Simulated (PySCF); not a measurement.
# Identify the compound

The spectra below were simulated for a compound C9H9BO2.

$^{1}$H NMR (300 MHz, computed): δ 8.28 (m, 2H), 7.90 (d, J = 4.7 Hz, 1H), 7.76 (m, 1H), 7.64 (m, 2H), 6.26 (d, J = 4.7 Hz, 1H), 3.93 (br, 2H).

$^{13}$C{$^{1}$H} NMR (computed): δ 186.4, 186.2, 141.0, 135.6, 135.1 (2C), 134.1 (2C), 100.2.

- geometry: PBE0-D3(BJ)/def2-SVP
- couplings computed with B3LYP/pcJ-1 (spin–dipole term only in couplings to heteroatoms)
- shielding tensors at PBE0/pcSseg-1 (GIAO)
- code: PySCF 2.14
- one computed conformer, non-relativistic, one averaged value for each set of equivalent atoms, isolated molecule

δ = σ(ref) − σ, references computed at the same level: $^{1}$H (σref 31.27), $^{13}$C (σref 184.41) against TMS.

Q: Propose a structure and justify it.

A: 
- 7 carbon signals for 9 carbons: some carbons are equivalent by symmetry or fast rotation.
- Carbon types of the structure: 2 × C, 7 × CH, leaving 2 H on heteroatoms.
- δC 186.4: ketone carbonyl carbon; low-lying n→π* states of the double bond to the heteroatom give a large paramagnetic term (-251 ppm).
- δC 186.2: alkene carbon bearing oxygen; an sp2 carbon further deshielded by the attached heteroatom.
- δC 141.0, 135.1, 134.1: aromatic CH.
- δC 135.6: substituted aromatic carbon.
- δC 100.2: β carbon of an enol-ether or enamine type C=C; the O or N lone pair pushes π density onto this β carbon and shields it.
- δH 8.28, 7.76, 7.64: hydrogen on an aromatic CH.
- δH 7.90: hydrogen on an alkene carbon bearing oxygen; olefinic region.
- The protons at 7.90 and 6.26 share a coupling of 4.7 Hz (vicinal, cis across C=C).

Structure: `[BH2-]1OC=CC(c2ccccc2)=[O+]1`.

The shifts were computed for this structure.

Hydrogens on boron are broadened and split by $^{11}$B (spin 3/2, 80 %) and 10B (spin 3). Multiplet labels drop couplings under 1 Hz and merge nearly equal ones. Couplings among chemically equivalent protons are left out too, so labels in AA′BB′ or AA′XX′ sets are apparent multiplicities. Unscaled 3J(H,H) at this level run about 10 % above measured values. Shifts are as computed. Against solution values, carbons near 30 ppm lie about +2 ppm off and those near 130 ppm about +5 ppm. Of 1313 compounds with measured shifts, 239 miss one by over three times the rms of a fit or turn the order of signals round; such compounds aren't used in these exercises.
